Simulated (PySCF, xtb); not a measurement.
H2MnO2, SMILES [OH][Mn][OH] (connectivity only; charge and spin as stated), neutral, multiplicity 6. The values are those of a single conformer.

Harmonic wavenumbers (cm⁻¹) from GFN2-xTB (xtb) at its own minimum, in rising order: 87, 95, 436, 437, 446, 578, 586, 3768, 3771.

**Question.** What does PySCF with B3LYP-D3(BJ)/def2-TZVP give at its own minimum? (An estimate is asked for; the answer gives what the named calculation found.)

**Answer.** 117, 118, 150, 463, 483, 609, 734, 3897, 3897. Paired by order, the mean absolute difference is 93 cm⁻¹ and the zero-point energies are 14.6 and 15.0 kcal/mol.
